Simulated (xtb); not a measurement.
H5Sb, SMILES [SbH5]. All values are semi-empirical tight-binding results from xtb (GFN2-xTB unless named), good for trends rather than for accurate numbers. Geometry optimised at GFN2-xTB.

For metal compounds this method's bond lengths and energies can be far off.

Question: Estimate the properties. (An estimate is asked for; the answer gives what the named calculation found.)

Answer: 
```
Quantity                                      Result
-------------------------------------  -------------
point group as xtb finds it                      D3h
orbital gap                                  5.64 eV
zero-point energy                      18.8 kcal/mol
G − E(el) at 298.15 K (modified RRHO)   4.3 kcal/mol
```
